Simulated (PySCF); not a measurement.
## Structure from 2D NMR

Compound of formula C₆H₁₄P₂. Correlations simulated from computed shifts and the bond graph:

HSQC (one-bond C–H):
```tsv
δH	δC
1.68	32.2
1.01	17.5
```

HMBC (two and three bonds, from the bond graph):
```tsv
δH	δC
1.68	32.2, 17.5
1.01	32.2
```

- GIAO PBE0/pcSseg-1 shieldings
- structure optimised with GFN2-xTB
- code: PySCF
- one conformer, no solvent, non-relativistic Hamiltonian, equivalent nuclei averaged

Referencing at the same level of theory: TMS for $^{1}$H and $^{13}$C.

Exchangeable hydrogens are left out of these lists.

**Question.** Which molecule is this?

**Answer.** `CP1CCP(C)CC1`.

Structure with atom numbers: `[CH3:1][P:2]1[CH2:3][CH2:4][P:5]([CH3:6])[CH2:7][CH2:8]1`; H(Xn) means a hydrogen on atom n.

- δC 32.2 is C3/C4/C7/C8, an sp3 CH2 bonded to P (δH 1.68).
- δC 17.5 is C1/C6, a methyl carbon bonded to P (δH 1.01).

The shifts were computed for this structure.

Shifts are as computed. Against solution values, carbons near 30 ppm lie about +3 ppm off and those near 130 ppm about +5 ppm. Of 1211 compounds with measured shifts, 218 miss one by over three times the rms of a fit or turn the order of signals round; such compounds aren't used in these exercises.
